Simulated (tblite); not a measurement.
Species: C₅H₁₁NO₂Si.
Numbering: `[CH3:1][Si@@H:2]1[NH:3][CH2:4][CH2:5][C@H:6]1[C:7](=[O:8])[OH:9]` (hydrogens: H10, H11, H12 on C1; H13 on Si2; H14 on N3; H15, H16 on C4; H17, H18 on C5; H19 on C6; H20 on O9)

Computed with GFN2-xTB (tblite), gas phase: L-BFGS steps from a force-field or distance-geometry start until the largest atomic force falls under 0.01 eV/Å.

Step 70: E = -792.6570 eV
```
atom  x, y, z in Å  |  force x, y, z in eV/Å
C1     -2.4932   -1.0464   -0.7312    0.068   0.002   0.020
Si2    -1.0927   -0.4206    0.3951    0.009   0.010   0.037
N3     -1.0306    1.3029    0.3126    0.061  -0.023  -0.056
C4      0.2947    1.7905   -0.0348    0.050  -0.024   0.004
C5      0.8612    0.7731   -1.0178   -0.021   0.011  -0.009
C6      0.6354   -0.6150   -0.4020    0.060  -0.024   0.021
C7      1.7005   -0.8053    0.6198    0.049  -0.048   0.024
O8      1.6581   -0.4508    1.7712   -0.074   0.028  -0.054
O9      2.7986   -1.3908    0.1062   -0.019  -0.058   0.066
H10    -2.9212   -0.2318   -1.3064   -0.009  -0.021   0.015
H11    -3.2883   -1.4938   -0.1453    0.031   0.022  -0.013
H12    -2.1402   -1.7959   -1.4327   -0.037  -0.010   0.034
H13    -1.0864   -1.0698    1.7093   -0.046   0.019   0.009
H14    -1.5347    1.9165    0.9325   -0.007  -0.032  -0.014
H15     0.9375    1.8465    0.8509    0.064   0.047   0.017
H16     0.2372    2.7868   -0.4866   -0.078  -0.046   0.026
H17     0.2985    0.8301   -1.9484   -0.013   0.031  -0.051
H18     1.9169    0.9492   -1.2348   -0.029   0.073   0.020
H19     0.7533   -1.3935   -1.1533   -0.017   0.035  -0.084
H20     3.4904   -1.4713    0.7829   -0.042   0.007  -0.013
```

Step 71: E = -792.6593 eV
```
atom  x, y, z in Å  |  force x, y, z in eV/Å
C1     -2.4929   -1.0509   -0.7290    0.046   0.016   0.015
Si2    -1.0897   -0.4190    0.3924    0.005  -0.018   0.008
N3     -1.0235    1.3035    0.3144    0.037  -0.051  -0.055
C4      0.3006    1.7950   -0.0337   -0.008  -0.026   0.025
C5      0.8625    0.7784   -1.0192   -0.014   0.018  -0.008
C6      0.6380   -0.6097   -0.4063    0.041  -0.030   0.021
C7      1.7006   -0.8024    0.6166    0.002  -0.102   0.036
O8      1.6553   -0.4529    1.7686   -0.105   0.101   0.048
O9      2.7952   -1.3970    0.1135    0.051  -0.093  -0.040
H10    -2.9254   -0.2391   -1.3054    0.001  -0.019   0.016
H11    -3.2867   -1.4960   -0.1391    0.040   0.025  -0.005
H12    -2.1464   -1.8038   -1.4303   -0.017  -0.001   0.042
H13    -1.0836   -1.0738    1.7026   -0.043   0.017   0.031
H14    -1.5371    1.9141    0.9285    0.003  -0.002  -0.003
H15     0.9439    1.8534    0.8517    0.061   0.043   0.000
H16     0.2326    2.7909   -0.4841   -0.041  -0.037   0.019
H17     0.2982    0.8397   -1.9473   -0.050   0.025  -0.084
H18     1.9159    0.9487   -1.2430    0.033   0.105   0.028
H19     0.7559   -1.3865   -1.1587   -0.011   0.022  -0.094
H20     3.4815   -1.4820    0.7950   -0.033   0.007  -0.001
```

Question: Estimate the geometry and energy of step 72. (The exact step hangs on the optimiser's Hessian estimate; all steps are aligned on step 71, rigid shifts and turns removed.)

Answer: E = -792.6616 eV, largest force 0.164 eV/Å
```
atom  x, y, z in Å  |  force x, y, z in eV/Å
C1     -2.4919   -1.0524   -0.7288    0.024   0.025   0.003
Si2    -1.0872   -0.4190    0.3904    0.012  -0.042  -0.007
N3     -1.0182    1.3028    0.3160   -0.019  -0.025   0.005
C4      0.3050    1.7962   -0.0319   -0.042  -0.020   0.031
C5      0.8607    0.7812   -1.0221   -0.001   0.019  -0.016
C6      0.6409   -0.6079   -0.4090    0.021  -0.017   0.004
C7      1.7016   -0.7985    0.6160   -0.038  -0.081   0.137
O8      1.6537   -0.4393    1.7667   -0.081   0.066  -0.073
O9      2.7920   -1.4064    0.1214    0.031  -0.079  -0.058
H10    -2.9255   -0.2428   -1.3077    0.010  -0.016   0.022
H11    -3.2864   -1.4946   -0.1375    0.041   0.028   0.008
H12    -2.1508   -1.8087   -1.4289    0.004  -0.003   0.041
H13    -1.0813   -1.0802    1.6969   -0.040   0.017   0.043
H14    -1.5359    1.9109    0.9314    0.042  -0.024  -0.039
H15     0.9511    1.8545    0.8525    0.042   0.034  -0.027
H16     0.2294    2.7926   -0.4794   -0.011  -0.030   0.013
H17     0.2916    0.8450   -1.9478   -0.049   0.014  -0.061
H18     1.9122    0.9499   -1.2530    0.058   0.115   0.031
H19     0.7587   -1.3832   -1.1629   -0.002   0.019  -0.082
H20     3.4752   -1.4894    0.8048   -0.002  -0.001   0.026
```

The energy changes by -0.0023 eV. The first-order estimate −F·Δx gives -0.0030 eV and the mean of the old and new forces, exact on a quadratic surface, -0.0023 eV. The step makes an angle of 75° with the force vector and moves no atom by more than 0.014 Å.

The cost below is that of the whole relaxation. On Intel Xeon Platinum 8259CL at 2.50 GHz, one thread, no GPU, shared host, this took 2.5 s of wall time.
